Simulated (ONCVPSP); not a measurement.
## Before and after: ONCV potential for osmium

- Element: osmium
- Generator: ONCVPSP 4.0.1
- Type: optimised norm-conserving Vanderbilt (ONCV)
- Functional: LDA (Perdew-Wang 92)
- Relativity: fully relativistic
- Frozen core: [Xe] 4f14
- Valence charge: 8
- Reference configuration: 5d6 6s1.5 6p0.5
- Partial waves: 6s: rc 2.65 bohr, ncon 4, nbas 8, qcut 2.5 1/bohr, 2 projectors, debl 0.9 Ha; 6p: rc 3.70 bohr, ncon 4, nbas 9, qcut 2.4 1/bohr, 3 projectors, debl 2.2 Ha; 5d: rc 1.75 bohr, ncon 3, nbas 6, qcut 6.4 1/bohr, 1 projector
- Local potential: polynomial inside 1.70 bohr (lpopt 4, dvloc0 0 Ha)
- Core correction: Teter function, fcfact 2.75, rcfact 1.8

Open shells are filled in proportion to 2j + 1.

Change: all radii but the core radius scaled by about 0.96 (s 2.54, p 3.56, d 1.68 bohr); local potential polynomial inside 1.64 bohr (lpopt 4, dvloc0 0 Ha).

Cutoffs: the cutoffs (Ha) at which the residual kinetic energy of the hardest occupied pseudo-wave falls to 1 and 0.1 mHa per electron; they do not see the model core or the augmentation charge, which bear on the density cutoff. Errors are all-electron minus pseudo energies relative to the spin-unpolarised reference configuration.

Q: Predict the effect on cutoff, ghosts and configuration errors.

A: The potential gets neither clearly harder nor softer (16 Ha and 22 Ha → 17 Ha and 23 Ha); the d channel sets the loose cutoff, while the largest relative change is in s, which becomes harder; the lowest positive-energy flag moves from s at 15.6 eV to s at 8.0 eV; the errors of the 3 common tests hardly move; neither file shows a bound ghost.

```tsv
quantity	base	changed
cutoff, loose	16 Ha	17 Ha
cutoff, tight	22 Ha	23 Ha
loose cutoff by channel	s 5.2 Ha, p 1.1 Ha, d 16 Ha	s 6.2 Ha, p 1.2 Ha, d 17 Ha
bound ghosts	none	none
GHOST(+) flags under 300 eV	s at 15.6 eV, p3/2 at 116.5 eV, p1/2 at 122.6 eV	s at 8.0 eV, p3/2 at 115.9 eV, p1/2 at 123.0 eV
tests with a reliable result	3 of 4	3 of 4
error for 5d6 6s2 6p0, meV [ΔE -2.50 eV]	-2.2	-2.4
error for 5d6 6s1 6p0, meV [ΔE 7.36 eV]	-30	-30
error for 5d6 6s0 6p0, meV [ΔE 24.64 eV]	-224	-223
rms error of d²Exc/dni dnj with the model core, mHa	2.37	2.38
```
